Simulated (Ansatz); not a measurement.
`[CH3][GeH]([CH3])[SiH3]` + `[OH][Al]([OH])[Cl]` → `[OH][Al]([Cl])[O][SiH3]` + `[CH3][GeH2][CH3]`  (cleavage of the Si–Ge bond)

Isolated molecules relaxed with PBE0-D4/def2-TZVP in Ansatz; ΔE leaves out vibrations. CBS: MP2 limit from def2 TZ/QZ plus the TZ coupled-cluster correction, frozen cores. This one scheme is used for every species. Functionals use def2-TZVPP. B3LYP here is the variant with VWN-RPA as its local correlation; programs differ in this. For Ge outer-core shells are correlated without core-valence functions, which leaves a few kJ/mol of doubt a bond. Scalar relativity is left out up to krypton. Each species was taken in one conformer, which may not be the lowest.

```tsv
level	ΔE (kcal/mol)	difference from CCSD(T)/CBS
r2SCAN-D4	-20.6	1.3
PBE0-D4	-18.2	3.7
B3LYP-D4	-21.8	0.1
ωB97X-V	-22.0	-0.1
ωB97M-V	-22.1	-0.2
B2PLYP	-23.2	-1.3
r2SCAN	-20.8	1.1
B3LYP	-22.7	-0.8
HF/def2-TZVPP	-29.8	-7.9
SCS-MP2/def2-TZVPP	-24.4	-2.5
CCSD/def2-TZVPP	-23.1	-1.2
CCSD(T)/def2-TZVPP	-22.0	-0.1
MP2/def2-QZVPP	-22.9	-1.0
HF/CBS(def2)	-30.7	-8.8
MP2/CBS(def2)	-22.6	-0.7
CCSD/CBS(def2)	-23.0	-1.1
CCSD(T)/CBS	-21.9	0
```

Largest T1 diagnostic among the species: 0.011.

In def2-TZVPP, CCSD(T) changes the Hartree–Fock value by +7.8 kcal/mol (the triples alone add +1.1 kcal/mol) and MP2 by +7.1 kcal/mol. The D4 term adds +0.8 kcal/mol with B3LYP and +0.5 kcal/mol with PBE0; it sums over pairs of atoms, weighted by their polarisabilities, and B3LYP, whose exchange is more repulsive, gets the larger term.
